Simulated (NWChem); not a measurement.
Relativistic effects in InP

```xyz
2

In     0.0000     0.0000     0.5776
P      0.0000     0.0000    -1.8869
```
Charge 0, spin multiplicity 3.

The numbers come from NWChem runs, not from measurements. The geometry was optimised at UPBE/def2-SVP with def2 effective core potentials on In, a minimum by its harmonic frequencies.

Functional PBE0, all-electron basis x2c-SVPall-2c, contracted for the X2C Hamiltonian and used here with ZORA. The ion keeps the geometry and has multiplicity 4 in the scalar run; the spin-orbit run starts from the same electron counts.

The cost column gives rough processor time relative to scalar ZORA; each entry includes its own SCF.

This spin state was chosen for the runs; another may lie lower. The structure started from a generated list of species. No SCF solution was tested for a lower state.

```json
[
 {"Hamiltonian": "scalar ZORA", "ΔSCF ionisation energy (eV)": "7.20", "relative cost": "1"},
 {"Hamiltonian": "spin-orbit ZORA", "ΔSCF ionisation energy (eV)": "7.21", "relative cost": "under 3"}
]
```

From scalar ZORA to spin-orbit ZORA the ionisation energy rises by 0.01 eV.
